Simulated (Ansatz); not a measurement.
A further run on B3P3H12, a cluster cut from wurtzite BP (hydrogen-capped).

```yaml
crystal:
  periodic: [false, false, false]
  atoms:
    - {symbol: B, position_ang: [-1.673746, -0.960381, 0.300135]}
    - {symbol: B, position_ang: [1.668825, -0.969553, 0.298084]}
    - {symbol: B, position_ang: [0.005456, 1.930990, 0.294211]}
    - {symbol: P, position_ang: [-0.005116, -1.814616, -0.229449]}
    - {symbol: P, position_ang: [-1.568991, 0.910981, -0.230643]}
    - {symbol: P, position_ang: [1.573680, 0.902382, -0.232491]}
    - {symbol: H, position_ang: [-0.008468, -3.145970, 0.254208]}
    - {symbol: H, position_ang: [-0.006709, -2.080139, -1.625864]}
    - {symbol: H, position_ang: [-2.632688, -1.510596, -0.203168]}
    - {symbol: H, position_ang: [-1.667839, -0.956751, 1.518834]}
    - {symbol: H, position_ang: [-1.800037, 1.042198, -1.627012]}
    - {symbol: H, position_ang: [-2.719803, 1.580364, 0.253096]}
    - {symbol: H, position_ang: [2.624117, -1.524995, -0.206418]}
    - {symbol: H, position_ang: [1.664436, -0.965933, 1.516790]}
    - {symbol: H, position_ang: [1.803821, 1.032403, -1.629120]}
    - {symbol: H, position_ang: [2.728700, 1.565432, 0.249937]}
    - {symbol: H, position_ang: [0.006167, 1.929877, 1.512918]}
    - {symbol: H, position_ang: [0.008185, 3.034307, -0.214037]}
basis:
  gaussian: {orbitals: def2-TZVP}
hamiltonian: {xc: {name: BLYP}, dispersion: d4}
scf: {lower_state_search: light}
```

```sh
$ ansatz run in.yaml --threads 4 --pin off --events-out ev --progress --plain --max-ram 4787MiB
```

It prints (some lines left out):

```
Functional definition: BLYP
1845 factors; their error is unknown
mean field evaluation 1: about -30078.9423 eV, gradient 6.2e1 eV
mean field evaluation 2: about -30067.4427 eV, gradient 8.2e1 eV
mean field evaluation 4: about -30091.1729 eV, gradient 5.1e0 eV
mean field evaluation 8: about -30091.2243 eV, gradient 2.0e-1 eV
mean field evaluation 16: about -30091.2244 eV, gradient 6.4e-5 eV
mean field -30091.22439886 eV, -1105.8321000937 hartree, gradient 6.4e-5 eV, S^2 0.000000; 0 other end points of the search recorded, 0 dependent functions left out
reference -30091.22491753 eV, -1105.8321191542 hartree; 36, 36 occupied and 240, 240 virtual orbitals, 1845 factors
Total energy: -30092.55017269 eV, -1105.8808213834 hartree
```

It took 3.9 s on 4 threads of Arm Neoverse V1 on a shared host.
